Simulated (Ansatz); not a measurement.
PBE exchange is replaced step by step with exact exchange (0 % is PBE, 25 % PBE0; no dispersion term), basis def2-TZVP, Ansatz. System: Cu(AsH3)H (CuAsH₄). The state is a singlet with charge 0. Geometry: B3LYP-D4/def2-TZVP.

Geometry of the singlet:

```xyz
6

Cu   -0.9934    0.7507   -1.1766
As    0.3819   -0.2894    0.4549
H     0.1548   -1.7337    0.8403
H     0.4508    0.2583    1.8625
H     1.8741   -0.3994    0.2370
H    -1.8681    1.4135   -2.2182
```

| exact exchange (%) | HOMO (eV) | LUMO (eV) | gap (eV) |
| --- | --- | --- | --- |
| 0 | -5.04 | -1.40 | 3.64 |
| 5 | -5.25 | -1.24 | 4.01 |
| 10 | -5.46 | -1.08 | 4.39 |
| 15 | -5.67 | -0.91 | 4.76 |
| 25 | -6.09 | -0.58 | 5.51 |
| 50 | -7.13 | 0.24 | 7.37 |

Fit a straight line to the column «gap (eV)» against the share of exact exchange and predict its value at 35 %.

With x = exact exchange (%) and y = gap (eV): mean x = 17.5, mean y = 4.947; Σ(x − x̄)(y − ȳ) = 122.2, Σ(x − x̄)² = 1638; slope b = 0.0746, intercept a = ȳ − b·x̄ = 3.642. The residuals of the fitted rows reach 0.01. At x = 35 the line gives 3.642 + (0.0746 × 35) = 6.25; the run gave 6.25, the same within rounding.
